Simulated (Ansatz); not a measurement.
C4H8N2 (SMILES C/C=N/C=N/C), singlet, at a GFN2-xTB geometry; PBE/pcseg-2 (Ansatz, a first-principles code).

Ansatz was given this input:
Ansatz 0.2 input:
```yaml
crystal:
  periodic: [false, false, false]
  atoms:
    - {symbol: C, position_ang: [2.90803436, -0.02226421, -0.08203725]}
    - {symbol: C, position_ang: [1.46883129, -0.37430986, -0.01659985]}
    - {symbol: N, position_ang: [0.63255568, 0.39106960, 0.53047274]}
    - {symbol: C, position_ang: [-0.71581672, 0.19957882, 0.55381472]}
    - {symbol: N, position_ang: [-1.39177849, -0.02755381, -0.48790483]}
    - {symbol: C, position_ang: [-2.81777428, -0.05879651, -0.42022518]}
    - {symbol: H, position_ang: [3.08380777, 0.94556930, 0.37791885]}
    - {symbol: H, position_ang: [3.22426774, 0.00508950, -1.12402643]}
    - {symbol: H, position_ang: [3.50192210, -0.78367085, 0.42211730]}
    - {symbol: H, position_ang: [1.18218358, -1.34170633, -0.44411324]}
    - {symbol: H, position_ang: [-1.15577101, 0.37953012, 1.54804562]}
    - {symbol: H, position_ang: [-3.21241658, 0.06328706, 0.59855543]}
    - {symbol: H, position_ang: [-3.21364438, 0.73435744, -1.05689869]}
    - {symbol: H, position_ang: [-3.15543730, -1.01231635, -0.82928891]}
basis:
  gaussian:
    orbitals: pcseg-2
hamiltonian:
  xc: pbe
```

It wrote (shortened):

```
Functional definition: PBE
1360 factors; their error is unknown
mean field evaluation 1: about -7232.8707 eV, gradient 8.9e1 eV
mean field evaluation 2: about -7183.8916 eV, gradient 1.6e2 eV
mean field evaluation 4: about -7250.5042 eV, gradient 1.6e1 eV
mean field evaluation 8: about -7251.0548 eV, gradient 2.4e-1 eV
mean field evaluation 16: about -7250.9596 eV, gradient 1.1e-3 eV
mean field -7250.95959478 eV, -266.4678502311 hartree, gradient 3.6e-5 eV, S^2 0.000000; 0 other end points of the search recorded, 0 dependent functions left out
reference -7250.95965659 eV, -266.4678525027 hartree; 23, 23 occupied and 269, 269 virtual orbitals, 1360 factors
Total energy: -7250.95965659 eV, -266.4678525027 hartree
```
